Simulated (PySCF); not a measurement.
Al(Me)(OH) (CH4AlO), SMILES [CH3][Al+][OH], charge +1.

Geometry optimised at TPSSh-D3(BJ)/def2-TZVP. The multiplicity is an assumed one; other spin states were not compared. The isomer is the one that the SMILES or the coordinates give; other isomers of the formula were not compared. Other conformers were not sampled.

The numbers are results of M06-2X/def2-TZVPD in PySCF, not measurements.

Gas-phase values at a fixed geometry.

| Property | Value |
|---|---|
| total energy | -357.93175 hartree |
| point group | C3v |
| highest occupied level | -16.80 eV |
| lowest empty level | -6.67 eV |
| orbital gap | 10.13 eV |
| dipole moment about the centre of nuclear charge | 0.42 D |
| mean static polarisability | 33.9 bohr³ (5.03 Å³) |
| polarisability, principal values | 28.0, 28.0, 45.8 bohr³ |
